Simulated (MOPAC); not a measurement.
Input file for MOPAC: PM3 on BH5O (a complex), monomers drawn apart or pushed together.

```
PM3 1SCF PRECISE CHARGE=0 THREADS=1
BH5O

B      0.21063250 1     0.24930107 1     0.78962312 1
H      0.61722313 1    -0.76718016 1     0.28698297 1
H     -0.85291573 1     0.63723910 1     0.39399765 1
H      1.03722783 1     1.09088237 1     1.00556400 1
O     -0.24791481 1    -0.32948039 1     2.63614138 1
H     -0.90274438 1    -1.03866914 1     2.59196812 1
H      0.54150883 1    -0.69208813 1     3.05925860 1
```

Output:

```
*******************************************************************************
 **                                                                           **
 **                              MOPAC v23.2.5                                **
 **                                                                           **
 *******************************************************************************
 ** MOPAC's Digital Object Identifier: https://doi.org/10.5281/zenodo.6511958 **
 **                                                                           **
 ** Please cite the open-source release paper for use of this MOPAC version:  **
 ** J. E. Moussa and J. J. P. Stewart (2026)                                  **
 ** MOPAC: An open-source semiempirical molecular orbital program             **
 ** J. Open Source Softw., 11(119), 8025, https://doi.org/10.21105/joss.08025 **
 *******************************************************************************

                              PM3 CALCULATION RESULTS

 *******************************************************************************
 *  PM3        - The PM3 Hamiltonian to be used
 *
 *
 *
 *                 CHARGE ON SYSTEM = 0
 *
 *
 *
 *  PRECISE    - TIGHTER CRITERIA TO BE USED
 *  1SCF       - DO 1 SCF AND THEN STOP
 *  THREADS=1  - MULTI-THREADING NOT USED
 *  T=         - A TIME OF 172800.0 SECONDS REQUESTED
 *  DUMP=N     - RESTART FILE WRITTEN EVERY 7200.0 SECONDS REQUESTED
 *******************************************************************************
PM3 1SCF PRECISE CHARGE=0 THREADS=1
 BH5O

   ATOM   CHEMICAL          X               Y               Z
  NUMBER   SYMBOL      (ANGSTROMS)     (ANGSTROMS)     (ANGSTROMS)

     1       B          0.21063250  *   0.24930107  *   0.78962312  *
     2       H          0.61722313  *  -0.76718016  *   0.28698297  *
     3       H         -0.85291573  *   0.63723910  *   0.39399765  *
     4       H          1.03722783  *   1.09088237  *   1.00556400  *
     5       O         -0.24791481  *  -0.32948039  *   2.63614138  *
     6       H         -0.90274438  *  -1.03866914  *   2.59196812  *
     7       H          0.54150883  *  -0.69208813  *   3.05925860  *



          CARTESIAN COORDINATES

    NO.       ATOM           X           Y           Z

     1         B          0.2106      0.2493      0.7896
     2         H          0.6172     -0.7672      0.2870
     3         H         -0.8529      0.6372      0.3940
     4         H          1.0372      1.0909      1.0056
     5         O         -0.2479     -0.3295      2.6361
     6         H         -0.9027     -1.0387      2.5920
     7         H          0.5415     -0.6921      3.0593

  H: (PM3): J. J. P. STEWART, J. COMP. CHEM. 10, 209 (1989).
  B: (PM3): J. J. P. STEWART, J. MOL. MOD., 10, 155-164 (2004)
  O: (PM3): J. J. P. STEWART, J. COMP. CHEM. 10, 209 (1989).

           Empirical Formula: H5 O B  =     7 atoms



      MOLECULAR POINT GROUP   :   Cs


      RHF CALCULATION, NO. OF DOUBLY OCCUPIED LEVELS = 7


 -------------------------------------------------------------------------------
 PM3 1SCF PRECISE CHARGE=0 THREADS=1
 BH5O



     1SCF WAS SPECIFIED, SO BFGS WAS NOT USED
     SCF FIELD WAS ACHIEVED


                              PM3 CALCULATION
                                                       MOPAC v23.2.5 Linux




          FINAL HEAT OF FORMATION =        -34.01884 KCAL/MOL =    -142.33481 KJ/MOL


          COSMO AREA              =         78.11 SQUARE ANGSTROMS
          COSMO VOLUME            =         58.17 CUBIC ANGSTROMS

          IONIZATION POTENTIAL    =         12.093662 EV
          HOMO LUMO ENERGIES (EV) =        -12.094  1.282
          NO. OF FILLED LEVELS    =          7
          MOLECULAR WEIGHT        =         31.8489         POINT GROUP:  Cs

          MOLECULAR DIMENSIONS (Angstroms)

            Atom       Atom       Distance
            H     6    H     4     3.28864
            H     7    H     3     3.01038
            H     2    O     5     1.95466


          SCF CALCULATIONS        =          1





   ATOM   CHEMICAL          X               Y               Z
  NUMBER   SYMBOL      (ANGSTROMS)     (ANGSTROMS)     (ANGSTROMS)

     1       B          0.21063250  *   0.24930107  *   0.78962312  *
     2       H          0.61722313  *  -0.76718016  *   0.28698297  *
     3       H         -0.85291573  *   0.63723910  *   0.39399765  *
     4       H          1.03722783  *   1.09088237  *   1.00556400  *
     5       O         -0.24791481  *  -0.32948039  *   2.63614138  *
     6       H         -0.90274438  *  -1.03866914  *   2.59196812  *
     7       H          0.54150883  *  -0.69208813  *   3.05925860  *

                             CARTESIAN COORDINATES

   1    B        0.210632500     0.249301070     0.789623120
   2    H        0.617223130    -0.767180160     0.286982970
   3    H       -0.852915730     0.637239100     0.393997650
   4    H        1.037227830     1.090882370     1.005564000
   5    O       -0.247914810    -0.329480390     2.636141380
   6    H       -0.902744380    -1.038669140     2.591968120
   7    H        0.541508830    -0.692088130     3.059258600


           Empirical Formula: H5 O B  =     7 atoms



      MOLECULAR POINT GROUP   :   Cs


                  EIGENVALUES
 -38.84520 -21.98180 -19.30191 -16.60268 -14.37556 -12.20629 -12.09366   1.28228
   3.10463   3.62061   5.05657   5.13539   5.52012


              NET ATOMIC CHARGES AND DIPOLE CONTRIBUTIONS

  ATOM NO.   TYPE          CHARGE      No. of ELECS.   s-Pop       p-Pop
    1          B          -0.241155        3.2412     1.02908     2.21207
    2          H          -0.008598        1.0086     1.00860
    3          H           0.012462        0.9875     0.98754
    4          H           0.012463        0.9875     0.98754
    5          O          -0.200069        6.2001     1.72254     4.47753
    6          H           0.212449        0.7876     0.78755
    7          H           0.212448        0.7876     0.78755
 DIPOLE           X         Y         Z       TOTAL
 POINT-CHG.    -0.389    -1.603     2.391     2.905
 HYBRID         0.016    -0.871     0.597     1.056
 SUM           -0.373    -2.474     2.988     3.897


          ATOMIC ORBITAL ELECTRON POPULATIONS

     Atom    s        px        py        pz
    1  B   1.02908   0.95262   0.91117   0.34829
    2  H   1.00860
    3  H   0.98754
    4  H   0.98754
    5  O   1.72254   1.29654   1.46864   1.71235
    6  H   0.78755
    7  H   0.78755

 **********************
 *                    *
 * JOB ENDED NORMALLY *
 *                    *
 **********************




 == MOPAC DONE ==
```

The run finished.

Cost: very roughly 0.020 core-seconds.
